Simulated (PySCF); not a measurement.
System (SMILES): N#P (N-P).
Geometry (B3LYP-D3(BJ)/def2-TZVP, fixed):
```xyz
2

N      0.0000     0.0000    -1.0110
P      0.0000     0.0000     0.4718
```
Charge 0, spin multiplicity 1.

Basis-set convergence of the mean static polarisability at HF with PySCF. All functions are spherical. Density fitting with generated auxiliary sets. No added dispersion term, no relativity. Reference: the value in aug-cc-pV(5+d)Z, 27.89 bohr³, itself unsure by roughly 0.2 % (its mean distance from aug-pcseg-3, aug-cc-pV(Q+d)Z, aug-pcseg-2). Deviations are taken from unrounded values.

```csv
basis,functions,mean static polarisability (bohr³),minus reference (%)
3-21G,22,17.31,-38.0
6-31G,22,19.21,-31.1
def2-SVP,32,19.89,-28.7
cc-pV(D+d)Z,37,20.01,-28.3
aug-pcseg-1,50,27.48,-1.5
Sadlej pVTZ,56,27.55,-1.2
"6-311++G(2d,2p)",62,24.90,-10.7
def2-TZVP,68,23.82,-14.6
cc-pV(T+d)Z,69,23.55,-15.6
def2-TZVPP,73,23.87,-14.4
def2-TZVPD,80,27.55,-1.2
"6-311++G(3df,3pd)",86,27.10,-2.8
aug-cc-pV(T+d)Z,101,27.81,-0.3
cc-pV(Q+d)Z,119,25.90,-7.1
pcseg-3,124,25.65,-8.1
def2-QZVPPD,139,27.81,-0.3
aug-pcseg-3,174,27.89,0.0
cc-pV(5+d)Z,191,26.73,-4.2
```
